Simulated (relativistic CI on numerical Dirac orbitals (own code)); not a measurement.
## As¹⁴⁺: sensitivity of the levels to the model

Base calculation: Dirac-Coulomb-Breit CI, orbitals from a KLI potential per configuration, a model potential for QED, unscaled Slater integrals.

Configurations in the expansion (outside the closed core [Ne]): 3s2 3p6 3d, 3s2 3p5 3d2, 3s 3p6 3d2, 3s2 3p6 4s, 3s2 3p6 4p, 3s2 3p6 4d, 3s2 3p6 4f, 3s2 3p5 3d 4s, 3s2 3p5 3d 4p, 3s2 3p6 5s, 3s2 3p6 5p, 3s2 3p5 3d 4d, 3s2 3p6 5d, 3s 3p6 3d 4s, 3s2 3p6 5f, 3s2 3p6 5g, 3s2 3p5 3d 4f, 3s 3p6 3d 4p, 3s2 3p6 6s, 3s2 3p6 6p, 3s2 3p6 6d, 3p6 3d2 4p, 3p6 3d3, 3p5 3d4, 3p6 3d2 4s, 3p5 3d3 4s. Double excitations out of closed p, d and f shells are left out; levels of such configurations are missing from the list, as are those of other unlisted configurations, and high levels can miss mixing partners. These lack a partner that the ground configuration has and come out too high: 3s2 3p5 3d 4p, 3s2 3p5 3d 4d, 3s2 3p5 3d 4f.

The lowest level and the first level of each name with at least 55 % of one term (blank where a level has no safe partner in the second run):

| Level | Base (cm⁻¹) | Shift (cm⁻¹) |
| --- | --- | --- |
| 3s2 3p6 3d 2D_3/2 | 0 | 0 |
| 3s2 3p6 3d 2D_5/2 | 9194 | -32 |
| 3s2 3p5 3d2 4D°_1/2 | 614425 | +84 |
| 3s2 3p5 3d2 4D°_3/2 | 617830 | +76 |
| 3s2 3p5 3d2 4D°_5/2 | 623602 | +61 |
| 3s2 3p5 3d2 4D°_7/2 | 632015 | +41 |
| 3s2 3p5 3d2 4G°_11/2 | 652803 | +52 |
| 3s2 3p5 3d2 4G°_9/2 | 653606 | +67 |
| 3s2 3p5 3d2 4G°_7/2 | 657134 | +75 |
| 3s2 3p5 3d2 4P°_5/2 | 663570 | +59 |
| 3s2 3p5 3d2 4P°_3/2 | 670668 | +57 |
| 3s2 3p5 3d2 4P°_1/2 | 679542 | +36 |
| 3s2 3p5 3d2 2D°_5/2 | 682944 | +45 |
| 3s2 3p5 3d2 4F°_9/2 | 684375 | +38 |
| 3s2 3p5 3d2 2F°_5/2 | 694372 | +30 |
| 3s2 3p5 3d2 2F°_7/2 | 702571 | +26 |
| 3s2 3p5 3d2 2P°_1/2 | 706686 | +38 |
| 3s2 3p5 3d2 2H°_11/2 | 709139 | +67 |
| 3s2 3p5 3d2 2G°_7/2 | 729697 | -9 |
| 3s2 3p5 3d2 2H°_9/2 | 734569 | +30 |
| 3s2 3p5 3d2 2G°_9/2 | 746827 | -36 |
| 3s2 3p5 3d2 2D°_3/2 | 778097 | +7 |

At this charge energies of transitions that change n are usually good to better than 1 %, and those within a shell (Δn = 0) to a few per cent.

(1) One thing was changed in a second run, which moved the levels as shown. Which?
A. Breit term removed
B. QED terms removed
C. configuration mixing switched off
D. P86 correlation estimate

Answers

(1) B. QED terms removed. QED shifts follow the density of s (and p1/2) electrons at the nucleus, so configurations move by their count of such electrons; where none moves, the smaller shifts of p3/2 electrons and of j = l + 1/2 against j = l − 1/2 set the pattern.

LS names give the leading component of a level, which can be under half, so a name can repeat, a term be missing and a line seem to break the LS rules.
